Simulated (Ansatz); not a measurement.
Start from `[SiH3][N]([SiH3])[Zn][N]([SiH3])[SiH3]` and change one element to get `[SiH3][N]([SiH3])[Mg][N]([SiH3])[SiH3]`.

Ansatz, PBE0-D4/def2-TZVP geometries, multiplicity 1. Each molecule was computed in one conformer, which needn't be the lowest.

Scalar relativity is left out up to krypton.

```
                               property  `[SiH3][N]([SiH3])[Zn][N]([SiH3])[SiH3]`
  HOMO energy (ωB97M-V/def2-TZVPP) / eV                                     -9.86
     HOMO energy (PBE0/def2-TZVPP) / eV                                     -7.59
HOMO–LUMO gap (ωB97M-V/def2-TZVPP) / eV                                     10.20
      LUMO energy (PBE/def2-TZVPP) / eV                                     -2.22
    HOMO–LUMO gap (PBE/def2-TZVPP) / eV                                      4.11
      HOMO energy (PBE/def2-TZVPP) / eV                                     -6.33
```

(1) What does the change do to each property? (Best estimate.)

Results:

(1) Computed: 
```json
{"property": "HOMO energy (ωB97M-V/def2-TZVPP) / eV", "`[SiH3][N]([SiH3])[Mg][N]([SiH3])[SiH3]`": "-9.66", "shift": "0.20"}
{"property": "HOMO energy (PBE0/def2-TZVPP) / eV", "`[SiH3][N]([SiH3])[Mg][N]([SiH3])[SiH3]`": "-7.41", "shift": "0.18"}
{"property": "HOMO–LUMO gap (ωB97M-V/def2-TZVPP) / eV", "`[SiH3][N]([SiH3])[Mg][N]([SiH3])[SiH3]`": "9.63", "shift": "-0.57"}
{"property": "LUMO energy (PBE/def2-TZVPP) / eV", "`[SiH3][N]([SiH3])[Mg][N]([SiH3])[SiH3]`": "-2.29", "shift": "-0.07"}
{"property": "HOMO–LUMO gap (PBE/def2-TZVPP) / eV", "`[SiH3][N]([SiH3])[Mg][N]([SiH3])[SiH3]`": "3.88", "shift": "-0.23"}
{"property": "HOMO energy (PBE/def2-TZVPP) / eV", "`[SiH3][N]([SiH3])[Mg][N]([SiH3])[SiH3]`": "-6.17", "shift": "0.16"}
```

With PBE0 the HOMO rises by 0.18 eV and the LUMO falls by 0.15 eV, so the gap narrows by about 0.33 eV. PBE moves the HOMO by 0.16 eV and ωB97M-V by 0.20 eV.
